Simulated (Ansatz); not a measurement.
SbAs₂P⁺, that is PAsAsSb tetrahedron with one electron fewer. Total charge 1; doublet. Geometry r2SCAN-D4/def2-SVP, that of the neutral singlet; atoms count from 1.

```xyz
4

P    -0.188    1.286   -0.597
As    0.205    0.247    1.471
As    1.281   -0.544   -0.574
Sb   -1.297   -0.989   -0.300
```

In the def2 sets Sb takes a core potential; there is no spin–orbit coupling.

Estimate the Mulliken populations from the PBE0/def2-TZVP orbitals of Ansatz.


```
atom  charge (e)  spin (α − β)
  P1        0.06          0.29
 As2        0.22          0.17
 As3        0.22          0.17
 Sb4        0.50          0.37
```
Mulliken values depend strongly on the basis.

Where does the spin sit?

Summed by element: P 0.29, As 0.35, Sb 0.37, of 1 unpaired in all. Largest on single atoms: Sb4 0.37, P1 0.29, As2 0.17.

And the Mayer bond orders between heavy atoms (over 0.3)?

P1–As2 1.11 (2.35 Å); P1–As3 1.11 (2.35 Å); P1–Sb4 0.77 (2.55 Å); As2–As3 0.86 (2.44 Å); As2–Sb4 1.00 (2.63 Å); As3–Sb4 1.00 (2.63 Å).
